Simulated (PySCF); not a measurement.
## Ionisation of catechol

Parent: catechol, `Oc1ccccc1O` (C6H6O2). Numbering: `[OH:1][c:2]1[cH:3][cH:4][cH:5][cH:6][c:7]1[OH:8]` These are map numbers, not IUPAC locants.

Computed at ωB97X-D3(BJ)/ma-def2-TZVP // PBE0-D3(BJ)/ma-def2-SVP with PySCF (density fitting, grid level 2). Zero-point and thermal terms (298.15 K, 1 bar) come from unscaled GFN2-xTB harmonic frequencies, with soft modes damped to free rotors in the entropy. These were taken at the GFN2-xTB minima.

Frontier levels of the parent: HOMO -8.30 eV, LUMO 1.10 eV.

Oxidation to the radical cation:
- Vertical ionisation energy (electronic): 8.10 eV
- Adiabatic ionisation energy (with zero-point energy): 7.86 eV
- Adiabatic, electronic part: 7.89 eV
- Vertical gap at the product's structure: 7.56 eV
- Inner reorganisation energy (four-point): 542 meV
- Relaxation of product / of parent: 216 / 326 meV
- ⟨S²⟩ of the product: 0.770
- Largest spin populations: C7 0.24, C2 0.24, C4 0.18, C5 0.18
- Largest changes of atomic charge: O1 0.13, O8 0.13, C7 0.11, C2 0.11
- Distances that move most (Å): C2–C7 1.409 → 1.460; O1–C2 1.351 → 1.302; C7–O8 1.351 → 1.302; C4–C5 1.391 → 1.431
- Potential in acetonitrile: 5.77 V absolute, 1.23 V against Fc+/Fc computed at 4.54 V (solvation -45 → -245 kJ/mol)

Solvents are IEF-PCM continua (electrostatics only, gas-phase structures); absolute potentials refer to an electron at rest in vacuum. Fc+/Fc in acetonitrile, 4.54 V, is ωB97X-D3(BJ)/ma-def2-TZVP on PBE0-D3(BJ)/def2-SVP structures with GFN2-xTB thermal terms. Benchmark calculations put it near 5.0 V in acetonitrile and DMSO, so it is about 0.5 V low, and the value against it can read up to that much too high.

Vertical ionisation energy: the gap is larger than usual, and may come from another state, site, conformer or species, from an onset or band maximum that doesn't mark the energy named, from the functional or basis, or from an outlying measurement.

Measured values (NIST Chemistry WebBook, evaluated or the median of agreeing entries): vertical ionisation energy 8.56 eV (computed 8.10, difference -0.46); adiabatic ionisation energy 8.15 eV (computed 7.86, difference -0.29).

Run with `OMP_NUM_THREADS=1 python redox_run.py task.json out` on 1 thread of Intel Xeon 6975P-C, a shared host. Structures, frequencies and single points: 13 min of wall time.
